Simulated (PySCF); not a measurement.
C4H7F3OS.
Geometry (PBE0-D3(BJ)/def2-SVP, Å), atoms numbered from 1 in this order:
```
atom  x, y, z in Å
C1    -2.2661   -0.1563   -0.3404
S2    -1.2417   -0.7060    1.0413
C3     0.3145    0.1407    0.6535
C4     0.2168    1.6467    0.5852
O5     0.8559   -0.2992   -0.5969
C6     1.7511   -1.2933   -0.5723
F7     1.2743   -2.4135   -0.0328
F8     2.8429   -0.9627    0.1326
F9     2.1197   -1.5466   -1.8146
H10   -3.1614   -0.7927   -0.3327
H11   -2.5796    0.8929   -0.2436
H12   -1.7348   -0.3096   -1.2906
H13    0.9879   -0.1603    1.4721
H14   -0.2149    2.0374    1.5163
H15    1.2174    2.0791    0.4384
H16   -0.4149    1.9593   -0.2583
```

Computed with PySCF at PBE0/def2-SVPD, non-relativistic, on one gas-phase PBE0-D3(BJ)/def2-SVP geometry that isn't relaxed in the solvent. The solvent is an IEF-PCM continuum (van der Waals radii × 1.2), and excitations are vertical TDDFT with non-equilibrium linear response and a frozen core. Specific hydrogen bonds and non-electrostatic terms are outside this model.

Gas-phase singlets (H = HOMO, L = LUMO):

```json
{"state": "S1", "E (eV)": "5.639", "λ (nm)": "220", "f": "0.000", "leading configurations": "H→L 84%"}
{"state": "S2", "E (eV)": "6.323", "λ (nm)": "196", "f": "0.029", "leading configurations": "H→L+1 85%, H→L 9%"}
{"state": "S3", "E (eV)": "6.671", "λ (nm)": "186", "f": "0.006", "leading configurations": "H→L+2 92%"}
{"state": "S4", "E (eV)": "7.162", "λ (nm)": "173", "f": "0.005", "leading configurations": "H→L+4 60%, H→L+3 19%"}
{"state": "S5", "E (eV)": "7.220", "λ (nm)": "172", "f": "0.015", "leading configurations": "H→L+3 72%, H→L+4 19%"}
```

Q: Give the list for chloroform (ε = 4.711), n² = 2.09.

A: 
```tsv
state	E (eV)	λ (nm)	f	leading configurations	change by rank (eV)
S1	5.704	217	0.000	H→L 87%	+0.065
S2	6.365	195	0.050	H→L+1 86%	+0.042
S3	6.737	184	0.002	H→L+2 88%	+0.066
S4	7.183	173	0.024	H→L+3 87%	+0.021
S5	7.286	170	0.009	H→L+4 80%	+0.066
```

Q: Give the list for dichloromethane (ε = 8.93), n² = 2.03.

A: 
| state | E (eV) | λ (nm) | f | leading configurations | change by rank (eV) |
| --- | --- | --- | --- | --- | --- |
| S1 | 5.723 | 217 | 0.000 | H→L 87% | +0.084 |
| S2 | 6.373 | 195 | 0.052 | H→L+1 86% | +0.050 |
| S3 | 6.757 | 183 | 0.001 | H→L+2 86% | +0.086 |
| S4 | 7.184 | 173 | 0.026 | H→L+3 87% | +0.022 |
| S5 | 7.309 | 170 | 0.008 | H→L+4 81% | +0.089 |

Q: The ground-state energy changes by -0.167 eV from gas to dichloromethane. By how much does the total energy of gas-phase S1 change?

A: E(S1) = E(S0) + excitation energy, so it changes by -0.167 + 0.084 = -0.083 eV: it is lowered less than the ground state, which is what a blue shift means. This is the vertical state, with the slow part of the continuum still set for S0.

Q: How do the frontier levels move from gas to dichloromethane?

A: 
| orbital | gas (eV) | solvent (eV) | change (eV) | Löwdin shares, gas | Löwdin shares, solvent |
| --- | --- | --- | --- | --- | --- |
| LUMO+2 | 1.00 | 1.08 | +0.08 | S2 62 %, C3 8 %, C1 5 %, H16 4 % | S2 62 %, C3 7 %, C1 4 % |
| LUMO+1 | 0.58 | 0.71 | +0.13 | S2 31 %, C4 13 %, H13 10 %, H14 8 % | S2 35 %, C6 8 %, C4 8 %, H13 8 % |
| LUMO | 0.28 | 0.47 | +0.19 | S2 44 %, C1 14 %, H11 7 %, H12 6 % | S2 50 %, C1 13 %, C3 6 %, H12 5 % |
| HOMO | -6.89 | -6.84 | +0.05 | S2 70 %, C1 10 %, C3 7 % | S2 69 %, C1 11 %, C3 6 % |
| HOMO-1 | -8.89 | -8.81 | +0.08 | S2 43 %, O5 22 %, C3 12 %, C1 7 % | S2 43 %, O5 21 %, C3 12 %, C1 7 % |
| HOMO-2 | -9.94 | -9.75 | +0.19 | S2 22 %, O5 20 %, C1 16 %, C3 15 % | S2 21 %, C3 16 %, C1 16 %, O5 15 % |
| HOMO-3 | -10.65 | -10.46 | +0.19 | O5 28 %, C4 19 %, C3 10 %, F7 7 % | O5 29 %, C4 21 %, C3 8 %, H15 7 % |

The HOMO–LUMO gap goes from 7.17 to 7.31 eV.
